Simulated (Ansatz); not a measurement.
`N/C=N/[SiH3]` + `C[B](C)[SnH3]` → `C[B]([SiH3])[SnH3]` + `C/N=C\N`  (formal exchange of groups at the Si–N bond)

Calculated with Ansatz (gas phase, PBE0-D4/def2-TZVP geometries, no zero-point term in ΔE). CBS: MP2 limit from def2 TZ/QZ plus the TZ coupled-cluster correction, frozen cores. Double bonds are as drawn, so ΔE can hold a change between cis and trans. Functionals use def2-TZVPP. B3LYP here is the variant with VWN-RPA as its local correlation; programs differ in this. def2 core potentials past Kr. For Sn outer-core shells are correlated without core-valence functions, which leaves a few kJ/mol of doubt a bond. One conformer a species, not always the lowest.

```tsv
level	ΔE (kJ/mol)	difference from CCSD(T)/CBS
r2SCAN-D4	146.7	3.0
B3LYP-D4	146.6	2.9
ωB97M-V	151.1	7.4
B3LYP	149.0	5.3
HF/def2-TZVPP	160.7	17.0
MP2/def2-TZVPP	153.2	9.5
CCSD(T)/def2-TZVPP	141.1	-2.6
HF/def2-QZVPP	161.7	18.0
MP2/def2-QZVPP	155.1	11.4
SCS-MP2/def2-QZVPP	152.1	8.4
CCSD(T)/CBS	143.7	0
```

Largest T1 diagnostic among the species: 0.014.

From PBE to PBE0 (25 % exact exchange), in def2-TZVPP and without D4, ΔE moves by +5.9 kJ/mol. In def2-TZVPP, CCSD(T) changes the Hartree–Fock value by −19.6 kJ/mol (the triples alone add −2.3 kJ/mol) and MP2 by −7.4 kJ/mol.
